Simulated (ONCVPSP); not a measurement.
**What one change does to a pseudopotential (Cd (Z = 48), ONCV)**

cadmium, optimised norm-conserving Vanderbilt (ONCV), made with ONCVPSP 4.0.1 (PBE, scalar-relativistic). Core [Ar] 3d10, reference 4s2 4p6 4d10 5s2. Waves: 4s+5s: rc 1.70 bohr, ncon 4, nbas 7, qcut 7.7 1/bohr, 2 projectors; 4p: rc 1.00 bohr, ncon 3, nbas 7, qcut 7.4 1/bohr, 2 projectors, debl 2 Ha; 4d: rc 1.85 bohr, ncon 3, nbas 8, qcut 8.2 1/bohr, 2 projectors, debl 0.6 Ha. Local part: polynomial inside 0.70 bohr (lpopt 5, dvloc0 2 Ha). Core correction: Teter function fitted to the true core (icmod 2), fcfact 0.65.

In the p channel the program set the typed energies aside and used -2.461, 0.250 Ha.

Change: d: qcut 6.6.

Cutoffs: the cutoffs (Ha) at which the residual kinetic energy of the hardest occupied pseudo-wave falls to 1 and 0.1 mHa per electron; they do not see the model core or the augmentation charge, which bear on the density cutoff. Errors are all-electron minus pseudo energies relative to the spin-unpolarised reference configuration.

Question: Predict the effect on cutoff, ghosts and configuration errors.

Answer: The potential gets neither clearly harder nor softer (144 Ha and 232 Ha → 144 Ha and 232 Ha); both files keep a bound ghost (s); of the 4 tests that both files solve, the error grows in 2 and shrinks in 1 by more than 15 % and 0.3 meV (median size 8.4 → 8.2 meV); the range in which the d phases agree narrows (upper end at the end of the scan → 2.1).

| quantity | base | changed |
| --- | --- | --- |
| cutoff, loose | 144 Ha | 144 Ha |
| cutoff, tight | 232 Ha | 232 Ha |
| loose cutoff by channel | s 18 Ha, p 144 Ha, d 25 Ha | s 18 Ha, p 144 Ha, d 20 Ha |
| bound ghosts | s | s |
| GHOST(+) flags under 300 eV | none | none |
| error for 4s2 4p6 4d10 5s1, meV [ΔE 9.27 eV] | -2.2 | -2.2 |
| error for 4s2 4p6 4d10 5s0, meV [ΔE 26.40 eV] | -8.6 | -10 |
| error for 4s2 4p6 4d9 5s0, meV [ΔE 64.41 eV] | -8.2 | -6.2 |
| error for 4s2 4p6 4d9 5s2, meV [ΔE 17.97 eV] | +14 | +38 |
| s: phases at 1.73 bohr within 0.05 rad from the reference energy up to (Ha; the scan ends near 5) | to the end of the scan | to the end of the scan |
| p: phases at 1.01 bohr within 0.05 rad from the reference energy up to (Ha; the scan ends near 5) | to the end of the scan | to the end of the scan |
| d: phases at 1.88 bohr within 0.05 rad from the reference energy up to (Ha; the scan ends near 5) | to the end of the scan | 2.1 |
| rms error of d²Exc/dni dnj with the model core, mHa | 1.89 | 1.91 |

 A true bound ghost makes a file unfit for plane-wave use even where its test errors are small: the radial tests pick states by their node count and pass the ghost by.
